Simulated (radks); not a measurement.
Values are calculated unless marked as measured or tabulated.
H I, 1 electrons, occupied as 2s1 (not the ground configuration).

Code: a radial shooting solver on a logarithmic mesh with Libxc functionals. Model: non-relativistic Kohn-Sham, LDA (Slater exchange, Perdew-Wang correlation), spin-polarised, spherical densities, point nucleus; open shells are filled with parallel spins first.

Energy parts (hartree):
| part | energy |
|---|---|
| total | -0.12955 |
| kinetic | 0.12468 |
| electron-nucleus | -0.24979 |
| Hartree | 0.07716 |
| exchange-correlation | -0.08160 |

Orbitals (lengths in bohr, moments of r in powers of bohr; r(max) is where P^2 peaks):
| orbital | occ. | eigenvalue (hartree) | r(max) |
|---|---|---|---|
| 2s up | 1 | -0.07797 | 5.143 |

The highest occupied level is 2s up at -2.122 eV. Spin moment in Bohr magnetons: 1. Summed over all electrons, <r^2> = 39.46 bohr^2, which gives a Langevin (diamagnetic) susceptibility term of -31.3 x 10^-6 cm^3/mol. The spin density at the nucleus is 0.03980 e/bohr^3 (2s 0.03980), a Fermi contact field of 2.09 T.
